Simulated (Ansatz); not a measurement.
Start from `Cl[Si](Cl)(Cl)[GeH3]` and change one atom or group to get `Cl[Si](Cl)(Cl)Br`.

Ansatz, PBE0-D4/def2-TZVP geometries, multiplicity 1. 

Scalar relativity is left out up to krypton.

```
                                      property  `Cl[Si](Cl)(Cl)[GeH3]`
             LUMO energy (PBE/def2-TZVPP) / eV                   -1.31
           LUMO energy (B3LYP/def2-TZVPP) / eV                   -0.63
           HOMO–LUMO gap (PBE/def2-TZVPP) / eV                    6.01
         HOMO–LUMO gap (B3LYP/def2-TZVPP) / eV                    7.65
           HOMO energy (B3LYP/def2-TZVPP) / eV                   -8.28
zero-point energy (PBE0-D4/def2-TZVP) / kJ/mol                    76.7
```

(1) What does the change do to each property? (Estimate.)

Answers

(1) Computed: 
```
                                      property  `Cl[Si](Cl)(Cl)Br`  shift
             LUMO energy (PBE/def2-TZVPP) / eV               -1.88  -0.57
           LUMO energy (B3LYP/def2-TZVPP) / eV               -1.18  -0.55
           HOMO–LUMO gap (PBE/def2-TZVPP) / eV                5.83  -0.18
         HOMO–LUMO gap (B3LYP/def2-TZVPP) / eV                7.59  -0.06
           HOMO energy (B3LYP/def2-TZVPP) / eV               -8.76  -0.48
zero-point energy (PBE0-D4/def2-TZVP) / kJ/mol                18.0  -58.7
```

The zero-point energy changes by -58.7 kJ/mol with -9 modes.

B3LYP here is the variant with VWN-RPA as its local correlation; programs differ in this.

Spin–orbit coupling is left out; it splits and shifts lone-pair levels of the heavy atoms by tenths of an eV.
